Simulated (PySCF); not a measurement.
Below is a simulated gas-phase Ti 2p photoelectron spectrum of `[OH2]->[Ti](<-[OH2])([F])([F])([F])[F]` (cis-Ti(H2O)2F4).

Every computed line was given a Gaussian of 1.0 eV full width at half maximum and an area set by the number of equivalent atoms (split 2:1 within a doublet); the highest printed point is 100. Level of theory: delta-SCF UKS SCAN, pcX-2 on the ionised atom (unc-x2c-TZVPall on a metal), pcseg-1 elsewhere, spin-free X2C in PySCF.

binding energy (eV), intensity and a bar:
```
    464.0          1 
    464.2          2 #
    464.4          7 ##
    464.6         19 ######
    464.8         39 ############
    465.0         67 ####################
    465.2         92 ###########################
    465.4        100 ##############################
    465.6         88 ##########################
    465.8         61 ##################
    466.0         34 ##########
    466.2         16 #####
    466.4          6 ##
    466.6          2 
    466.8          0 
    467.0          0 
    467.2          0 
    467.4          0 
    467.6          0 
    467.8          0 
    468.0          0 
    468.2          0 
    468.4          0 
    468.6          0 
    468.8          0 
    469.0          0 
    469.2          0 
    469.4          0 
    469.6          0 
    469.8          0 
    470.0          2 #
    470.2          5 ##
    470.4         13 ####
    470.6         25 ########
    470.8         39 ############
    471.0         49 ###############
    471.2         49 ###############
    471.4         39 ############
    471.6         25 #######
    471.8         13 ####
    472.0          5 ##
    472.2          2 #
    472.4          0
```

Q: How many maxima does the curve show, and how many computed lines lie under it?

A: The curve has 2 maxima (at 465.4 and 471.1 eV). Under it lie 2 lines from 1 inequivalent titanium site, drawn as a 2p3/2, 2p1/2 pair.

Q: Decompose the envelope and assign each component. Bonds: Ti1–O2, Ti1–F5, Ti1–O6, Ti1–F9, Ti1–F10, Ti1–F11. Hydrogens: H3, H4 on O2; H7, H8 on O6.

A: 
```tsv
position (eV)	relative area	line	atoms	environment
465.38	0.67	Ti 2p3/2	Ti1	titanium bonded to 4 F and 2 O
471.09	0.33	Ti 2p1/2	Ti1	titanium bonded to 4 F and 2 O
```

Q: What are the centre and the root-mean-square width of the whole band?

A: The area-weighted mean of the lines is 467.28 eV. Their own spread about it is 2.69 eV (rms) and each Gaussian has σ = 1.0/2.355 = 0.42 eV; the variances add, which gives 2.73 eV.

No satellites, vibrations or lifetime broadening are included. The 2p values add to the ΔSCF energy of one spin-free hole a correction within the shell (spin–orbit coupling, ligand field). 2p1/2 minus 2p3/2 (ligand field included): Ti 5.71 eV. Satellites of the metal's 2p lines aren't described. Geometry: PBE0-D3(BJ)/def2-SVP; no solvent, vibrations or thermal averaging. Metal 2p energies of this one-determinant scheme are less reliable than its 1s energies.
